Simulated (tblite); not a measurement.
Compound: trifluoromethanesulfonic acid, CHF₃O₃S.
SMILES with atom numbers: `[O:1]=[S:2](=[O:3])([OH:4])[C:5]([F:6])([F:7])[F:8]` (hydrogens: H9 on O4)

Computed with GFN2-xTB (tblite), gas phase: Langevin dynamics at 300 K from the optimised GFN2-xTB geometry, time step 0.5 fs, friction 0.01 fs⁻¹, 2000 steps.

Start geometry:
```
atom  x, y, z in Å
O1     -0.931    0.033    1.615
S2     -0.788   -0.259    0.234
O3     -1.397   -1.389   -0.351
O4     -1.136    1.036   -0.608
C5      1.039   -0.316   -0.147
F6      1.565    0.848    0.224
F7      1.639   -1.292    0.512
F8      1.232   -0.477   -1.445
H9     -1.209    1.821   -0.059
```

The statistics below take the 31 frames saved every 25 fs from 250 to 1000 fs; their kinetic temperature (all 3N coordinates) averages 269 K.

Question: How do the bond lengths spread?

Answer: 
| bond | start (Å) | mean (Å) | standard deviation (Å) | shortest (Å) | longest (Å) |
| --- | --- | --- | --- | --- | --- |
| O1=S2 | 1.419 | 1.424 | 0.018 | 1.392 | 1.459 |
| S2=O3 | 1.411 | 1.411 | 0.014 | 1.377 | 1.438 |
| S2–O4 | 1.583 | 1.588 | 0.029 | 1.531 | 1.659 |
| S2–C5 | 1.867 | 1.890 | 0.043 | 1.792 | 1.958 |
| C5–F6 | 1.330 | 1.333 | 0.027 | 1.282 | 1.405 |
| C5–F7 | 1.322 | 1.326 | 0.030 | 1.241 | 1.378 |
| C5–F8 | 1.322 | 1.330 | 0.038 | 1.272 | 1.422 |
| O4–H9 | 0.961 | 0.961 | 0.017 | 0.928 | 0.997 |

Question: Give the same statistics for bond angles, one of each kind among heavy atoms.

Answer: 
```csv
angle,start (°),mean (°),standard deviation (°),smallest (°),largest (°)
O1–S2–O3,121.6,121.3,2.8,114.3,129.0
O1–S2–O4,109.1,108.5,2.9,102.1,112.5
O1–S2–C5,107.7,108.0,4.1,98.6,117.6
O4–S2–C5,97.5,98.2,3.8,90.5,104.4
S2–C5–F6,107.7,108.4,5.1,98.6,118.5
S2–C5–F7,111.4,110.9,4.7,101.1,120.8
S2–C5–F8,110.3,110.4,4.5,100.8,123.8
F6–C5–F7,109.1,109.0,3.5,101.3,116.1
```

Question: How far does each atom move about its mean position (frames aligned on the start, all atoms weighted alike), and what rms force does it feel?

Answer: 
```tsv
atom	rms displacement (Å)	rms force (eV/Å)
O1	0.23	1.17
S2	0.09	1.66
O3	0.24	1.07
O4	0.17	1.10
C5	0.06	1.92
F6	0.38	1.02
F7	0.35	1.18
F8	0.34	1.16
H9	0.33	0.77
```

The displacements run from 0.06 to 0.38 Å, the largest at F6.

Question: Follow the torsion O1–S2–C5–F6 through every second one of these frames.

Answer: 
| t (fs) | O1–S2–C5–F6 (°) |
| --- | --- |
| 250 | -18 |
| 300 | -16 |
| 350 | -14 |
| 400 | -13 |
| 450 | -25 |
| 500 | -41 |
| 550 | -42 |
| 600 | -52 |
| 650 | -69 |
| 700 | -68 |
| 750 | -76 |
| 800 | -74 |
| 850 | -66 |
| 900 | -63 |
| 950 | -58 |
| 1000 | -61 |

Largest departure from the start value over all these frames: O1–S2–C5–F6 50° (start -56°).

Question: How widely does the potential energy scatter, against a harmonic estimate?

Answer: Mean 0.25 eV above the start, standard deviation 0.076 eV, range 0.11 to 0.41 eV. For 21 classical harmonic modes at 300 K the canonical values are 21kT/2 = 0.27 eV and kT·√(21/2) = 0.084 eV.

The run is classical and short, so these are rough statistics of one trajectory.

The cost below is that of the whole dynamics run. The run took 6.5 s wall on one thread, Intel Xeon 6975P-C (x86_64), shared host with 192 logical CPUs at a one-minute load of 23, and the process peaked at 0.18 GiB of memory.
